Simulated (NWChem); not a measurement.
Molecule: C2H4BFO2; SMILES FB1OCCO1

```xyz
10

F      0.0000     0.0000    -2.0972
B      0.0000     0.0000    -0.7737
O      0.0418    -1.1533    -0.0392
C     -0.0597    -0.7752     1.3409
C      0.0597     0.7752     1.3409
O     -0.0418     1.1533    -0.0392
H     -1.0245    -1.1186     1.7311
H      0.7387    -1.2622     1.9088
H      1.0245     1.1186     1.7311
H     -0.7387     1.2622     1.9088
```
Atoms are numbered in this order, from 1.

Results from NWChem. Medium grid unless said otherwise, to which SCAN and Minnesota functionals are sensitive. Geometry: optimised at B3LYP/6-31G* (spherical d). Hybrids' shares of exact exchange are those that their runs print; pure functionals count as 0. The functionals differ in more than this share.

```
row                                    share of exact exchange  orbital gap (eV)
-------------------------------------  -----------------------  ----------------
PBE/def2-TZVP                                             0.00              6.55
LDA (Slater exchange, VWN5)/def2-TZVP                     0.00              6.46
B3LYP/def2-TZVP                                           0.20              8.44
PBE0/def2-TZVP                                            0.25          withheld
M06-2X/def2-TZVP                                          0.54             11.08
```

### Question
Fit a straight line of the last column on the one before it, predict the withheld value, and compare with the run.

### Answer

1. Means of the 4 shown rows: x = 0.185, y = 8.133. Slope Σ(x − x̄)(y − ȳ)/Σ(x − x̄)² = 1.653/0.1947 = 8.491; intercept 6.562.
2. The shown rows scatter about the line by 0.109 (root mean square); the largest residual is +0.18, at B3LYP/def2-TZVP.
3. At x = 0.25 (PBE0/def2-TZVP; inside the shown range) the line gives 8.68.
4. The run gives 9.00, +0.32 from the line, 2.9 times the scatter.
